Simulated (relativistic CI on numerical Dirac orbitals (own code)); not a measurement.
## d5 in a ligand field

Computed with a parametric ligand-field model of a d^n configuration (Racah B and C, spin-orbit zeta, crystal field), exact diagonalisation.

Field parameters in Wybourne normalisation: Oh B⁴₀ = 21Dq, B⁴₄ = √(5/14) B⁴₀. The field is a parameter set, without covalency.

B = 680 cm⁻¹, C = 2440 cm⁻¹ (C/B = 3.59), Oh, no spin-orbit coupling. Tanabe-Sugano data, E/B above the lowest term (Δ = |10Dq|; b, c mark the second and third term of a kind):

| Δ/B | 6A1 | 4T1 | 4T2 | 4T1(b) | 2T2 | 2A2 | 2T1 |
| --- | --- | --- | --- | --- | --- | --- | --- |
| 1.0 | 0.00 | 27.75 | 27.92 | 32.30 | 39.50 | 39.58 | 39.60 |
| 3.0 | 0.00 | 26.56 | 27.73 | 33.40 | 37.86 | 38.69 | 38.82 |
| 5.0 | 0.00 | 24.93 | 27.34 | 34.85 | 35.02 | 37.30 | 37.52 |
| 7.0 | 0.00 | 23.16 | 26.71 | 36.33 | 31.69 | 35.67 | 35.96 |
| 9.0 | 0.00 | 21.31 | 25.80 | 37.74 | 28.15 | 33.91 | 34.24 |
| 11.0 | 0.00 | 19.43 | 24.65 | 39.01 | 24.51 | 32.09 | 32.45 |
| 13.0 | 0.00 | 17.53 | 23.28 | 40.09 | 20.80 | 30.23 | 30.60 |
| 15.0 | 0.00 | 15.61 | 21.76 | 40.97 | 17.05 | 28.34 | 28.71 |
| 17.0 | 0.00 | 13.68 | 20.13 | 41.65 | 13.27 | 26.43 | 26.80 |
| 19.0 | 0.00 | 11.73 | 18.41 | 42.16 | 9.46 | 24.50 | 24.88 |
| 21.0 | 0.00 | 9.78 | 16.64 | 42.54 | 5.63 | 22.56 | 22.94 |
| 23.0 | 0.00 | 7.83 | 14.82 | 42.82 | 1.79 | 20.61 | 20.99 |
| 25.0 | 2.07 | 7.94 | 15.05 | 45.12 | 0.00 | 20.73 | 21.11 |
| 27.0 | 5.95 | 9.85 | 17.05 | 49.16 | 0.00 | 22.65 | 23.03 |
| 29.0 | 9.83 | 11.76 | 19.04 | 53.17 | 0.00 | 24.56 | 24.94 |
| 31.0 | 13.72 | 13.68 | 21.02 | 57.17 | 0.00 | 26.49 | 26.87 |
| 33.0 | 17.62 | 15.61 | 23.00 | 61.16 | 0.00 | 28.42 | 28.79 |
| 35.0 | 21.53 | 17.54 | 24.98 | 65.13 | 0.00 | 30.35 | 30.73 |
| 37.0 | 25.45 | 19.48 | 26.96 | 69.11 | 0.00 | 32.29 | 32.66 |
| 39.0 | 29.37 | 21.42 | 28.94 | 73.07 | 0.00 | 34.23 | 34.60 |
| 41.0 | 33.29 | 23.36 | 30.91 | 77.04 | 0.00 | 36.17 | 36.55 |
| 43.0 | 37.22 | 25.31 | 32.89 | 81.01 | 0.00 | 38.12 | 38.49 |
| 45.0 | 41.16 | 27.26 | 34.86 | 84.97 | 0.00 | 40.07 | 40.44 |
| 47.0 | 45.10 | 29.21 | 36.84 | 88.94 | 0.00 | 42.02 | 42.40 |

The ground term changes from 6A1 to 2T2 between Δ/B = 23.0 and 25.0.
